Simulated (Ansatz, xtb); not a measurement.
**Relative energy of two isomers of C5H6FNO**

We compare a, `COc1c[nH]c(F)c1`, a singlet, with b, `COc1ccc(F)[nH]1`, a singlet. Both are isolated molecules in the gas phase, relaxed with PBE0-D3(BJ)/def2-SVP; the shapes shown needn't be the lowest conformers.

a (Å):

```tsv
atom	x (Å)	y (Å)	z (Å)
C	-1.1677	-0.7076	2.9193
C	-0.5291	-1.7478	0.9427
C	0.2801	-2.7008	1.5322
C	0.3180	-3.0127	-0.6744
C	-0.5111	-1.9402	-0.4723
F	0.6819	-3.6068	-1.7952
N	0.7946	-3.4748	0.5033
O	-1.2464	-0.7708	1.5259
H	-1.5331	-1.6398	3.3892
H	-1.7996	0.1282	3.2462
H	-0.1307	-0.5289	3.2599
H	0.5332	-2.8972	2.5687
H	1.4237	-4.2578	0.6028
H	-1.0408	-1.3615	-1.2226
```

b (Å):

```xyz
14

C    -0.4379   -3.2790    0.2613
C    -0.0335   -1.2690    1.3390
C    -0.4039   -1.5893    2.6246
C    -0.2000   -0.4108    3.4239
C     0.2788    0.5443    2.5774
F     0.6308    1.8006    2.7884
N     0.3836    0.0357    1.3108
O    -0.0051   -1.9478    0.1831
H     0.1919   -3.8650    0.9539
H    -1.4868   -3.3401    0.6018
H    -0.3592   -3.7035   -0.7472
H    -0.7792   -2.5477    2.9725
H    -0.3855   -0.2916    4.4878
H     0.7114    0.5289    0.4919
```

Estimate E(b) − E(a) at the level CCSD(T)/def2-SVP + ΔMP2/def2-TZVPP.

CCSD(T)/def2-SVP + ΔMP2/def2-TZVPP gives E(b) − E(a) = −5.90 kJ/mol, slightly favouring structure b, which is too small a margin to settle the true order.

How the difference moves with the method:

| level | geometry | E(b) − E(a) (kJ/mol) | departure from the last row (kJ/mol) | job, with rough time for the two |
| --- | --- | --- | --- | --- |
| GFN2-xTB | GFN2-xTB | −8.60 | −2.70 | optimisation, 0.52 s |
| HF/STO-3G | GFN2-xTB | −13.20 | −7.30 | single point, 2.7 s |
| r2SCAN-D4/def2-SVP | GFN2-xTB | −7.22 | −1.32 | single point, 15 s |
| PBE0-D3(BJ)/def2-SVP | PBE0-D3(BJ)/def2-SVP | −7.59 | −1.69 | optimisation, 2.6 min |
| HF/def2-SVP | PBE0-D3(BJ)/def2-SVP | −11.89 | −5.99 | part of the CCSD(T) run |
| MP2/def2-SVP | PBE0-D3(BJ)/def2-SVP | −8.04 | −2.14 | part of the CCSD(T) run |
| CCSD(T)/def2-SVP | PBE0-D3(BJ)/def2-SVP | −8.11 | −2.21 | single point |
| CCSD(T)/def2-SVP + ΔMP2/def2-TZVPP | PBE0-D3(BJ)/def2-SVP | −5.90 |  | single point, 6.2 min |

As drawn, both hold the same kinds of bond in the same numbers.

The largest departure from CCSD(T)/def2-SVP + ΔMP2/def2-TZVPP is that of HF/STO-3G, 7.30 kJ/mol. The last row adds to CCSD(T) the change of the MP2 difference between the two basis sets, here +2.21 kJ/mol.

With thermal terms from frequencies at re-optimised GFN2-xTB minima (ideal gas, soft modes damped towards free rotors, one conformer each, 298.15 K, 1 atm): on the last row, ΔE + ΔZPE = −5.62, ΔH = −5.50, ΔG = −6.05 kJ/mol.

The correlated steps freeze 8 core orbitals. Codes used: Ansatz 0.2.0, xtb 6.7.1; the last row on 2 threads of Intel(R) Xeon(R) Processor @ 2.50GHz (Skylake/Cascade Lake) on a shared host.
